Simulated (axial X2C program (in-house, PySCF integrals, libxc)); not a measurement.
## Potential curves of ZrSe⁺, scalar-relativistic

Calculated with an in-house all-electron X2C program for linear molecules (integrals from PySCF). Spin-free means the one-electron spin-free X2C Hamiltonian. Basis: Zr dyall-cv3z [11s12p9d6f3g], Se dyall-cv3z [8s9p6d4f1g] (cores contracted in-house); Gaussian nuclei, density fitting, unrestricted open shells. Masses: Zr 89.905 u, Se 79.917 u.

State: M_S = 1/2, Λ = 2 (beyond evenly filled blocks: δ+α). Energies in kJ/mol from the fragments at the same level (Zr+ + Se). Fits are polynomials in 1 − R0/R over 0.85 to 1.23 times the lowest point R0.

```
 R (Å)     PBE0
1.9819  -287.10
2.0730  -376.06
2.1413  -414.30
2.2097  -433.95
2.2780  -439.12
2.3577  -431.45
2.4375  -413.29
2.5400  -380.89
2.6653  -336.02
2.8475  -271.53
```

The state is one determinant whose occupation by symmetry is held fixed; it was picked as the lowest of a PBE0 search that is not exhaustive. Dissociation energies refer to the lowest single-determinant-based atoms at the same level and basis. PBE0 can misorder states that lie within some tenths of an eV, so this need not be the ground state of the molecule. The nearest other spin-free determinant of the search, M_S = 1/2, Λ = 0, lies 0.16 eV up at the distance of the search. The functionals have no current-density term, which raises determinants with orbital currents, atoms included. The determinant is spin-polarised beyond a pure state at some levels (its spin-free form has ⟨S²⟩ too high), which makes Re and μ there less reliable. Spin-free De lacks the spin–orbit lowering of the heavy p-block atom, a tenth of an eV or more for 4p and 5p, up to an eV for 6p and one to two eV for 7p atoms, less what an open-shell molecule gains itself.

Q: Fit the PBE0 curve near its minimum: give the equilibrium distance, the harmonic wavenumber and the well depth.

A: At PBE0, spin-free: Re = 2.273 Å, ωe ≈ 401 cm⁻¹, De = 4.55 eV to Zr+ + Se; Be follows as 0.0771 cm⁻¹.
